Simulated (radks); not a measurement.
Xe V, 50 electrons, occupied as [Kr] 4d10 5s2 5p2. Method: Dirac Kohn-Sham, LDA (Slater exchange, Perdew-Wang correlation), spin-unpolarised, spherical densities, point nucleus; open shells are shared between the two j in proportion to 2j + 1; computed with a radial shooting solver on a logarithmic mesh with Libxc functionals.

Normalised radial functions P(r) = r R(r) (large component), r in bohr:

r           4d5/2    5s1/2
0.00186    0.0000   0.0481
0.002461   0.0000   0.0600
0.003256   0.0001   0.0740
0.004309   0.0002   0.0898
0.005701   0.0004   0.1064
0.007543   0.0009   0.1221
0.009981   0.0019   0.1338
0.01321    0.0042   0.1364
0.01747    0.0089   0.1233
0.02312    0.0186   0.0871
0.03059    0.0377   0.0229
0.04047    0.0735  -0.0661
0.05355    0.1360  -0.1604
0.07085    0.2358  -0.2192
0.09375    0.3748  -0.1896
0.124      0.5312  -0.0412
0.1641     0.6412   0.1793
0.2172     0.6015   0.3242
0.2873     0.3182   0.2258
0.3771    -0.1840  -0.1100
0.499     -0.7646  -0.4455
0.6603    -1.1346  -0.4138
0.8736    -1.1221   0.0622
1.156     -0.8084   0.6454
1.529     -0.4261   0.9118
2.024     -0.1571   0.7428
2.677     -0.0369   0.3778
3.543     -0.0048   0.1132
4.687     -0.0003   0.0177
6.202     0.0000   0.0012

4d5/2: eigenvalue -105.19 eV, 1 radial node at r = 0.345 bohr, <r> = 0.875 bohr, 90 % of the charge inside 1.33 bohr. 5s1/2: eigenvalue -62.133 eV, 4 radial nodes at r = 0.0331, 0.131, 0.349, 0.849 bohr, <r> = 1.71 bohr, 90 % of the charge inside 2.43 bohr.
